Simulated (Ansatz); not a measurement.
`C[SiH](C)/C=C/[Si](C)(Cl)Cl`. The species carries charge 0 and has multiplicity 1. The geometry is a stationary point of PBE0-D4/def2-TZVP. It is one conformer, not always the lowest.

```xyz
21

C     2.967   -0.486   -0.068
Si    1.357   -1.021    0.722
C     1.003   -2.818    0.337
C    -0.044    0.052    0.100
C    -0.802    0.822    0.889
Si   -2.179    1.874    0.250
C    -2.417    1.781   -1.582
Cl   -3.922    1.310    1.185
Cl   -1.812    3.827    0.783
H     2.924   -0.594   -1.155
H     3.188    0.559    0.160
H     3.799   -1.095    0.296
H     1.420   -0.819    2.198
H     0.917   -2.978   -0.741
H     1.807   -3.459    0.707
H     0.070   -3.143    0.803
H    -0.256    0.050   -0.972
H    -0.604    0.837    1.961
H    -3.245    2.429   -1.877
H    -2.653    0.759   -1.889
H    -1.517    2.112   -2.105
```

Question: What is the dipole moment at r2SCAN/def2-TZVPP? (Estimate.)

Answer: Ansatz gave: 3.28 D, with components (1.79, -1.84, -2.04) D in this frame, pointing from negative to positive charge.

Question: And with PBE, B3LYP, ωB97M-V? (An estimate is asked.)

Answer: Computed: PBE 3.20 D, B3LYP 3.20 D, ωB97M-V 3.19 D.

Question: Give the Mulliken charges with r2SCAN, PBE, ωB97M-V in def2-TZVPP. (An estimate is asked.)

Answer: Ansatz gave: 
```tsv
atom	r2SCAN	PBE	ωB97M-V
C1	-0.30	-0.37	-0.44
Si2	0.43	0.32	0.40
C3	-0.30	-0.37	-0.44
C4	-0.19	-0.14	-0.24
C5	-0.18	-0.15	-0.22
Si6	0.66	0.51	0.57
C7	-0.32	-0.38	-0.46
Cl8	-0.25	-0.22	-0.21
Cl9	-0.26	-0.22	-0.21
H10	0.07	0.10	0.11
H11	0.08	0.11	0.12
H12	0.07	0.10	0.12
H13	-0.10	-0.09	-0.04
H14	0.07	0.10	0.11
H15	0.07	0.10	0.12
H16	0.08	0.11	0.12
H17	0.06	0.06	0.09
H18	0.07	0.08	0.10
H19	0.09	0.12	0.14
H20	0.09	0.11	0.13
H21	0.09	0.11	0.13
```

B3LYP here is the variant with VWN-RPA as its local correlation; programs differ in this.
